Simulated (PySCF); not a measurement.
## Ionisation energy of Se by level of theory

Se [Ar] 3d10 4s2 4p4 (3P) → Se⁺ [Ar] 3d10 4s2 4p3 (4S), as a difference of total energies. All numbers are calculated (PySCF 2.14, the spin-free X2C one-electron Hamiltonian (Gaussian nucleus), in Sapporo-DKH3-DZP-2012 (6s5p3d1f, 43 functions)). Correlated levels: valence: [Ar] 3d10 frozen. The calculations carry no spin-orbit coupling.

| method | ionisation energy (eV) |
| --- | --- |
| UHF | 8.486 |
| TPSS | 9.626 |
| B3LYP | 9.784 |
| MP2 (valence) | 8.942 |
| SCS-MP2 (valence) | 8.959 |
| CCSD (valence) | 8.970 |
| CCSD(T) (valence) | 8.983 |

Errors of the correlated levels include the incompleteness of this basis and the frozen core.

Q: Which method comes closest to the reference value, and which is furthest?

A: The reference is 9.635 eV (measured; NIST levels, between the centres of gravity of the two terms). Closest: TPSS (error -0.009 eV); furthest: UHF (error -1.149 eV).
